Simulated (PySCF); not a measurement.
Compound: C3H2BrOP.
SMILES: `Brc1cpco1`

A linear-response calculation (PySCF, def2-SVPD basis, gas phase, vertical, core orbitals frozen in the response) gave these numbers; the functional is withheld.

Orbital energies (eV): HOMO-3 -8.85, HOMO-2 -8.18, HOMO-1 -7.95, HOMO -6.76, LUMO -1.42, LUMO+1 -0.66, LUMO+2 -0.29.

| state | E (eV) | f | main configurations (H = HOMO, L = LUMO) |
| --- | --- | --- | --- |
| S1 | 5.03 | 0.066 | H→L (88%), H-1→L (9%) |
| S2 | 5.09 | 0.0000 | H→L+1 (98%) |
| S3 | 5.60 | 0.044 | H→L+2 (57%), H-1→L (34%) |
| S4 | 5.75 | 0.0087 | H-2→L (95%) |
| S5 | 6.13 | 0.0024 | H→L+3 (61%), H-1→L+1 (27%), H→L+4 (9%) |
| S6 | 6.28 | 0.014 | H-1→L+1 (53%), H→L+3 (36%), H→L+4 (10%) |

Triplets (Tamm–Dancoff): T1 3.22 eV, H→L (92%); T2 4.53 eV, H→L+2 (73%), H-1→L (15%); T3 4.69 eV, H→L+1 (93%); T4 4.95 eV, H-2→L (78%), H-3→L (15%).

Vertical ionisation energy by ΔSCF with the same functional: 8.82 eV. Mean static polarisability: 83.3 au.

Problem. Which of these was used?
A. PBE
B. HF
C. B3LYP
D. wB97X-D

Solution. C. B3LYP is a global hybrid with 20% exact exchange. In this run −ε(HOMO) = 6.76 eV differs from the ΔSCF value by -2.06 eV, and S1 differs from the orbital gap of 5.34 eV by -0.31 eV. The ratio −ε(HOMO)/IP is 0.77. Small neutral molecules mostly give 0.67 to 0.83 with B3LYP, 0.5 to 0.7 with PBE, 0.89 to 0.99 with wB97X-D; Hartree–Fock can't fall below 1, since the ion's relaxation only lowers the ΔSCF value. The other options: PBE, a GGA without exact exchange; HF, time-dependent Hartree–Fock, 100% exact exchange; wB97X-D, range-separated, 22% exact exchange at short range and 100% at long range (ω = 0.2 bohr⁻¹).

Theory: TDDFT B3LYP/def2-SVPD, vertical, gas phase, core orbitals frozen in the response in PySCF. Isolated species at its PBE0-D3(BJ)/def2-SVP geometry, gas phase. Relativistic effects, spin–orbit coupling among them, are left out although an element past zinc is present.

Hardware: one thread of an Arm Neoverse V2 (shared host). Cost: 91 s, 0.75 GiB resident at most.
